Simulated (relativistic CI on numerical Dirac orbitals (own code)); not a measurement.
# Level scheme of Sc VIII

Method of calculation: Dirac-Coulomb-Breit CI, separate exchange-only KLI orbitals for each configuration, model QED (radiative potential, 1s self-energy scaled to tabulated hydrogen-like ionisation energies), unscaled Slater integrals (own radial code, finite nucleus).

Configuration list (outside the closed core [Ne]): 3s²3p², 3s3p³, 3s²3p3d, 3p⁴, 3s3p²3d, 3p³3d, 3s3p3d², 3s²3p4s, 3s²3p4p, 3s²3d4p, 3p³4s, 3s²3p4d, 3p³4p, 3s3p²4s, 3s3p3d4s, 3s²3p4f, 3s3p²4p, 3s²3p5s, 3s²3p5p, 3s²4s4p, 3s3p²4d, 3s²3p5d, 3s²3p5f, 3s²3p5g, 3p²3d4p, 3s3p²4f, 3s²3p6s, 3s3p4s², 3s²3p6p, 3s²3d², 3s3d³, 3p²3d², 3p3d³, 3p3d²4s, 3p3d²4p, 3p3d²4d, 3s²3d4s, 3s3d²4s, 3s3p3d4p, 3s3d²4p, 3s3d4s4p, 3s3d4p², 3s3d4p4d, 3s²4s², 3s3d4s², 3p²3d4s, 3p3d4s², 3p3d4s4p, 3p3d4s4d, 3s²4p². Double excitations out of closed p, d and f shells are left out; levels of such configurations are missing from the list, as are those of other unlisted configurations, and high levels can miss mixing partners. These lack a partner that the ground configuration has and come out too high: 3s3p²4d, 3s3p²4f, 3s²3p4f, 3s²3p5s, 3s²3p5p.

The lowest level is 3s²3p² ³P0, with 95 % of that term; Hund's rules for 3s²3p² give ³P with J = 0, in agreement.

```csv
No.,Configuration,Term,J,E (eV),%,Next component (%),Landé g
1,3s²3p²,³P,0,0.0000,95,3 3s3p²3d ³P,
2,3s²3p²,³P,1,0.2747,96,3 3s3p²3d ³P,1.501
3,3s²3p²,³P,2,0.6758,95,3 3s3p²3d ³P,1.494
4,3s²3p²,¹D,2,3.3423,94,2 3s3p²3d ¹D,1.007
5,3s²3p²,¹S,0,7.2633,94,4 3p⁴ ¹S,
6,3s3p³,⁵S°,2,15.5897,99,1 3s3p3d² ⁵S°,2.001
7,3s3p³,³D°,1,22.2694,85,12 3s²3p3d ³D°,0.505
8,3s3p³,³D°,2,22.2799,85,12 3s²3p3d ³D°,1.170
9,3s3p³,³D°,3,22.3367,86,12 3s²3p3d ³D°,1.334
10,3s3p³,³P°,0,25.9095,87,11 3s²3p3d ³P°,
11,3s3p³,³P°,1,25.9171,86,11 3s²3p3d ³P°,1.495
12,3s3p³,³P°,2,25.9210,84,11 3s²3p3d ³P°,1.493
13,3s3p³,¹D°,2,28.5235,51,44 3s²3p3d ¹D°,1.005
14,3s3p³,³S°,1,34.6123,87,7 ¹P°,1.924
15,3s²3p3d,³F°,2,34.8775,96,2 3p³3d ³F°,0.666
16,3s²3p3d,³F°,3,35.1171,96,2 3p³3d ³F°,1.083
17,3s²3p3d,³F°,4,35.4547,96,2 3p³3d ³F°,1.250
18,3s3p³,¹P°,1,35.8977,79,11 3s²3p3d ¹P°,1.076
19,3s²3p3d,³P°,2,40.4119,67,9 ¹D°,1.399
20,3s²3p3d,³P°,1,40.7084,81,11 3s3p³ ³P°,1.464
21,3s²3p3d,³P°,0,40.8409,85,11 3s3p³ ³P°,
22,3s²3p3d,¹D°,2,41.0091,42,35 3s3p³ ¹D°,1.089
23,3s²3p3d,³D°,1,41.7813,81,11 3s3p³ ³D°,0.536
24,3s²3p3d,³D°,2,41.8863,81,11 3s3p³ ³D°,1.178
25,3s²3p3d,³D°,3,41.9419,84,11 3s3p³ ³D°,1.333
26,3s²3p3d,¹F°,3,46.3523,95,2 3s3p3d² ¹F°,1.000
27,3s²3p3d,¹P°,1,47.6642,85,10 3s3p³ ¹P°,0.999
28,3p⁴,³P,2,48.0934,54,41 3s3p²3d ³P,1.483
29,3p⁴,³P,1,48.5086,55,43 3s3p²3d ³P,1.501
30,3p⁴,³P,0,48.6614,55,43 3s3p²3d ³P,
31,3p⁴,¹D,2,49.5883,60,33 3s3p²3d ¹D,1.017
32,3s3p²3d,⁵F,1,50.3865,99,,0.002
33,3s3p²3d,⁵F,2,50.4661,99,1 ⁵D,1.003
34,3s3p²3d,⁵F,3,50.5889,98,1 ⁵D,1.253
35,3s3p²3d,⁵F,4,50.7586,98,1 ⁵D,1.352
36,3s3p²3d,⁵F,5,50.9788,99,,1.400
37,3s3p²3d,⁵D,0,52.0114,99,,
38,3s3p²3d,⁵D,1,52.0334,99,,1.497
39,3s3p²3d,⁵D,2,52.0774,98,1 ⁵F,1.496
40,3s3p²3d,⁵D,3,52.1444,98,1 ⁵F,1.496
41,3s3p²3d,⁵D,4,52.2391,97,1 ³F,1.496
42,3s3p²3d,³F,2,54.3049,91,7 3s²3d² ³F,0.667
43,3s3p²3d,³F,3,54.4538,91,7 3s²3d² ³F,1.085
44,3s3p²3d,³F,4,54.6666,90,8 3s²3d² ³F,1.253
45,3s3p²3d,⁵P,3,56.5222,99,1 3s3d³ ⁵P,1.667
46,3s3p²3d,⁵P,2,56.6740,99,1 3s3d³ ⁵P,1.833
47,3s3p²3d,⁵P,1,56.7700,99,1 3s3d³ ⁵P,2.501
48,3p⁴,¹S,0,56.8807,59,32 3s3p²3d ¹S,
49,3s3p²3d,³P,2,58.3583,67,26 3p⁴ ³P,1.500
50,3s3p²3d,³P,1,58.7043,67,26 3p⁴ ³P,1.499
51,3s3p²3d,³P,0,58.9069,66,26 3p⁴ ³P,
52,3s3p²3d,³G,3,60.8177,97,1 3p²3d² ³G,0.750
53,3s3p²3d,³G,4,60.8569,98,1 3p²3d² ³G,1.050
54,3s3p²3d,³G,5,60.9067,98,1 3p²3d² ³G,1.200
55,3s3p²3d,³D,1,61.8346,98,1 3s3d³ ³D,0.502
56,3s3p²3d,³D,2,61.8639,97,1 3s3d³ ³D,1.167
57,3s3p²3d,³D,3,61.8969,96,2 ¹F,1.328
58,3s3p²3d,¹G,4,62.3673,80,18 3s²3d² ¹G,1.002
59,3s3p²3d,¹F,3,62.9111,94,2 3p²3d² ¹F,1.007
60,3s3p²3d,³F,2,64.5012,85,7 3s²3d² ³F,0.697
61,3s3p²3d,³F,3,64.6887,81,9 ³D,1.107
62,3s3p²3d,³D,1,64.8830,96,2 ¹P,0.510
63,3s3p²3d,³F,4,64.9721,89,8 3s²3d² ³F,1.248
64,3s3p²3d,³D,2,64.9732,92,5 ³F,1.138
65,3s3p²3d,³D,3,65.1291,88,8 ³F,1.308
66,3s3p²3d,¹P,1,65.3069,93,3 3p²3d² ¹P,0.989
67,3s3p²3d,³P,0,65.5657,75,19 3s²3d² ³P,
68,3s3p²3d,³P,1,65.6343,74,18 3s²3d² ³P,1.499
69,3s3p²3d,³P,2,65.7675,74,19 3s²3d² ³P,1.498
70,3s3p²3d,³S,1,66.8599,97,2 3p²3d² ³S,1.995
```

Energies count from the lowest computed level; ° marks odd parity.

The mean weight of the leading LS term, summed over parents, in these 70 levels is 86 %, and that of the leading jj configuration (from the same eigenvectors) 49 %, so LS coupling describes them better.

At this charge configurations can still be misplaced by up to about 7 % of their energy. 24 of the 25 excited levels that our extract of the measured tables holds in this range could be paired (the sources list more); they are missed by 3851 cm⁻¹ on average and 11648 at most, and levels without a partner can miss by more.

Landé's interval rule says that E(J) − E(J−1) = AJ with one A. For the ground term the intervals give A = 2215.3, 1617.8 cm⁻¹ for J = 1, 2; the multiplet is regular.

LS names give the leading component of a level, which can be under half, so a name can repeat, a term be missing and a line seem to break the LS rules.
